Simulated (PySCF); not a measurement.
## PtH4(NH3): one run

PtH4(NH3) (singlet). PySCF 2.14.0, RKS BP86, Pt def2-SVP with ECP60, H def2-SVP, N def2-SVP; non-relativistic Hamiltonian with scalar-relativistic core potentials where named; density fitting; no spin-orbit coupling. Purpose: level BP86.

```python
mol = gto.M(atom='''
Pt    -0.26023     0.28958     0.03122
H      1.17509     1.13103     0.55639
H      1.49455     0.35310     0.38788
H     -0.73258     1.73628     0.37388
H     -1.78801     0.11295    -0.31980
N      0.02497    -1.83362    -0.55269
H     -0.75543    -2.37124    -0.17567
H     -0.02413    -1.91684    -1.56890
H      0.88167    -2.29687    -0.25241''',
    basis={'Pt': 'def2-SVP', 'H': 'def2-SVP', 'N': 'def2-SVP'},
    ecp={'Pt': 'def2-SVP'},
    charge=0, spin=0)
mf = dft.RKS(mol, xc='B88,P86')
mf.grids.atom_grid = (75, 302)
mf = mf.density_fit()  # fitting sets: Pt def2-universal-JKFIT, H def2-universal-JKFIT, N def2-universal-JKFIT
mf.conv_tol = 1e-08; mf.max_cycle = 55
mf.kernel(dm0)  # dm0: converged density of the relaxed state
mf.nuc_grad_method().kernel()
```

Run from Python with OMP_NUM_THREADS=2; the lines above give its settings. Where DIIS fails, smearing, a level shift and second-order steps follow.
It took 3.8 s on 2 threads of Arm Neoverse V1, with other jobs on the host, from an already converged density.

Where do the frontier levels lie, over both spins?

HOMO -4.96 eV, LUMO -0.88 eV. 

What are the Mulliken charges and spins?


```tsv
atom	charge (e)	spin (e)
Pt1	-0.212	0.000
H2	0.060	0.000
H3	-0.009	0.000
H4	-0.037	0.000
H5	-0.078	0.000
N6	-0.183	0.000
H7	0.159	0.000
H8	0.154	0.000
H9	0.147	0.000
```

What forces act on the atoms (eV/Å)?


```
Pt   0.12 -0.03  0.02
H   -0.03  0.25  0.07
H    0.22 -0.25 -0.03
H   -0.11  0.25  0.05
H   -0.21 -0.04 -0.05
N   -0.01  0.28  0.09
H   -0.32 -0.24  0.16
H   -0.02 -0.04 -0.43
H    0.36 -0.19  0.13
```
Forces carry noise of the integration grid, about 0.01 to 0.03 eV/Å.

The geometry was relaxed with PBE0 (Pt def2-SVP with ECP60, H def2-SVP, N def2-SVP).
